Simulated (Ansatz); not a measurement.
Calculated with Ansatz (gas phase, PBE0-D4/def2-TZVP geometries, no zero-point term in ΔE). CBS: MP2 limit from def2 TZ/QZ plus the TZ coupled-cluster correction, frozen cores. DFT in def2-TZVPP. HSE06 is defined as in plane-wave codes. def2 core potentials past Kr. For Sn outer-core shells are correlated without core-valence functions, which leaves a few kJ/mol of doubt a bond.

`[SiH3][SnH2][SiH3]` + `BN[SiH3]` → `BN([SiH3])[SiH3]` + `[SiH3][SnH3]`  (cleavage of the Si–Sn bond)

| level | ΔE (eV) |
| --- | --- |
| LDA (SPW92) | 0.03 |
| r2SCAN-D4 | -0.03 |
| PBE0-D4 | 0.03 |
| HSE06-D4 | 0.04 |
| PBE-QIDH | -0.05 |
| PBE | 0.11 |
| SCS-MP2/def2-QZVPP | -0.14 |
| CCSD/CBS(def2) | -0.07 |

Problem. What does CCSD(T)/CBS give? (Estimate.)

Solution. The calculation gave: -0.06 eV. The listed levels differ from it by 0.09, 0.03, 0.09, 0.10, 0.01, 0.17, -0.08, -0.01 eV.

Problem. What do rigid-rotor, harmonic-oscillator terms from PBE0-D4/def2-TZVP frequencies (298.15 K, 1 bar) make of the CCSD(T)/CBS value? (Estimate.)

Solution. Ansatz gave: ΔZPE = -0.08 eV, ΔH = -0.16 eV, ΔS = -15 J/(mol·K), ΔG = -0.11 eV.

Largest T1 diagnostic among the species: 0.013.

From PBE to PBE0 (25 % exact exchange), in def2-TZVPP and without D4, ΔE moves by −0.05 eV. Leaving LDA and LC-ωPBE aside and taking each functional with its dispersion term where it has one, the values, not all of them listed here, spread over 0.21 eV, from B97M-V to PBE-D4. LDA lies −0.08 eV from PBE without D4.
